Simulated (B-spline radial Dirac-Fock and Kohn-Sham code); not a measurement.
## Widths and yields of inner-shell holes in Pt⁶⁺

System: the Pt⁶⁺ ion, 1s2 2s2 2p6 3s2 3p6 3d10 4s2 4p6 4d10 4f14 5s2 5p6 5d4.

The run's input, task.json:

```json
{"items": [{
  "Z": 78,
  "q": 6,
  "cfg": [[1, 0, 2], [2, 0, 2], [2, 1, 6], [3, 0, 2], [3, 1, 6], [3, 2, 10], [4, 0, 2], [4, 1, 6], [4, 2, 10], [4, 3, 14], [5, 0, 2], [5, 1, 6], [5, 2, 4]],
  "A": 195,
  "rrms": 5.427,
  "do": ["binding", "quiet", "decay"],
  "holes": ["K", "L1", "L2", "L3", "M1", "M2", "M3", "M4", "M5", "N1", "N2", "N3", "N4", "N5", "N6", "N7"]
}]}
```

Run with: `python xray_run.py task.json out`

Method: independent-particle radiative and Coulomb Auger rates from relativistic LDA hole-state orbitals, with Dirac-Fock energies. Computed with a radial finite-basis atomic code.

Partial widths are in eV. Coster-Kronig decay leaves a hole in the same principal shell; its rates are the weakest part of the model, often 1.5 to 2.5 times too large and more for N holes. Holes without an open Auger channel, or with an unreliable SCF state, are not listed.

| hole | radiative | Auger | Coster-Kronig | total | fluorescence yield | lifetime (fs) |
| --- | --- | --- | --- | --- | --- | --- |
| K | 46.3 | 1.65 | 0 | 48.0 | 0.966 | 0.0137 |
| L1 | 1.06 | 1.98 | 2.98 | 6.03 | 0.177 | 0.109 |
| L2 | 1.82 | 2.88 | 0.720 | 5.42 | 0.336 | 0.121 |
| L3 | 1.61 | 3.78 | 0 | 5.39 | 0.299 | 0.122 |
| M1 | 0.0407 | 1.16 | 15.4 | 16.6 | 0.00246 | 0.0398 |
| M2 | 0.0430 | 1.27 | 10.9 | 12.2 | 0.00353 | 0.0540 |
| M3 | 0.0456 | 1.59 | 8.05 | 9.69 | 0.00471 | 0.0680 |
| M4 | 0.0572 | 2.09 | 0 | 2.15 | ? | ? |
| M5 | 0.0539 | 2.19 | 0 | 2.25 | 0.0240 | 0.293 |
| N1 | 0.00152 | 0.150 | 9.93 | 10.1 | 0.000151 | 0.0653 |
| N2 | 0.00234 | 0.160 | 12.0 | 12.1 | 0.000193 | 0.0542 |
| N3 | 0.00147 | 0.175 | 7.28 | 7.46 | 0.000197 | 0.0883 |
| N4 | 0.00175 | 0.168 | 7.04 | 7.21 | 0.000242 | 0.0912 |
| N5 | 0.00151 | 0.185 | 6.54 | 6.72 | 0.000225 | 0.0979 |

Task: What are the fluorescence yield and the lifetime of the M4 hole?

Result: The yield is the radiative width over the total, 0.0266, and the lifetime is ħ/Γ = 0.306 fs.
